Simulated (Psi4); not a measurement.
Reaction (SMILES): C=[SiH2] (CH2-SiH2) → C=[SiH-] + H+
B3LYP-D3(BJ)/def2-TZVP geometries, fixed; electronic energies without zero-point terms.

Effect of the integral screening threshold at B3LYP/def2-TZVP with Psi4, against the last row, where the deprotonation energy is 366.86 kcal/mol. The proton leaves the site shown, which need not be the most acidic.

| setting | largest shift of a total energy (mEh) | shift of the deprotonation energy (kcal/mol) |
|---|---|---|
| ints_tolerance: 1e-6 | -0.003 | 0.001 |
| ints_tolerance: 1e-8 | 0.000 | 0.000 |
| ints_tolerance: 1e-10 | 0.000 | 0.000 |
| ints_tolerance: 1e-14 | 0.000 | 0.000 |

Within 0.02 kcal/mol in the deprotonation energy: ints_tolerance: 1e-6; ints_tolerance: 1e-8; ints_tolerance: 1e-10. The largest shift is 0.003 mEh in a total energy and 0.001 kcal/mol in the difference.
